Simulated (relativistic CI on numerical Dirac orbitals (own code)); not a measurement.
Method of calculation: Dirac-Coulomb-Breit CI, orbitals from a KLI potential per configuration, model QED, valence Slater integrals scaled by 0.85, configuration energies shifted to the measured levels that pair with them (semi-empirical) (own radial code, finite nucleus).

Configuration list (outside the closed core [Ne] 3s2): 3p6 3d, 3p6 4s, 3p6 5s, 3p6 5p, 3p6 6s, 3p6 6p, 3p6 7s, 3p6 7p, 3p6 8s, 3p6 4p, 3p6 4d, 3p6 4f, 3p6 5d, 3p5 3d2, 3p6 5f, 3p6 5g. Levels of other configurations are missing.

Configurations whose levels could be paired with our table of measured levels were shifted onto them, all but the ground configuration, by the median error of their levels; single terms can still be off by 1,000 to 2,000 cm⁻¹ or more, and rates follow the energies as ν³ (E1, M1) or ν⁵ (E2). The others borrow a shift and can be off by several thousand cm⁻¹ or more. The fine structure of a lone outer electron comes out too small, for d and f at times inverted, and misplaced configurations move strength between like terms. 12 of the 12 excited levels that our extract of the measured tables holds in this range could be paired (the sources list more); they are missed by 5 cm⁻¹ on average and 35 at most, after the shifts were fitted to these levels, and levels without a partner can miss by more.

Outline of the computed level scheme of Sc III. Lowest level of each configuration: 3p6 3d 2D_3/2 at 0.0000 eV; 3p6 4s 2S_1/2 at 3.1665 eV; 3p6 4p 2P°_1/2 at 7.8607 eV; 3p6 4d 2D_3/2 at 13.9330 eV; 3p6 5s 2S_1/2 at 14.2411 eV; 3p6 5p 2P°_1/2 at 15.8841 eV; 3p6 4f 2F°_5/2 at 17.1988 eV; 3p6 5d 2D_3/2 at 18.3792 eV; 3p6 6s 2S_1/2 at 18.4977 eV.

Some strong electric-dipole decays among the lowest 15 levels: 3p6 5p 2P°_1/2 → 3p6 3d 2D_3/2 (2.0e+08 s⁻¹); 3p6 5p 2P°_3/2 → 3p6 3d 2D_5/2 (1.8e+08 s⁻¹); 3p6 6s 2S_1/2 → 3p6 5p 2P°_3/2 (1.6e+08 s⁻¹); 3p6 6s 2S_1/2 → 3p6 5p 2P°_1/2 (8.1e+07 s⁻¹); 3p6 5p 2P°_3/2 → 3p6 5s 2S_1/2 (6.0e+07 s⁻¹); 3p6 5p 2P°_1/2 → 3p6 5s 2S_1/2 (5.8e+07 s⁻¹); 3p6 5p 2P°_3/2 → 3p6 3d 2D_3/2 (2.0e+07 s⁻¹); 3p6 5p 2P°_1/2 → 3p6 4s 2S_1/2 (1.3e+07 s⁻¹).

Rates of lines that live on the mixing of spin multiplicities can be off by large factors.
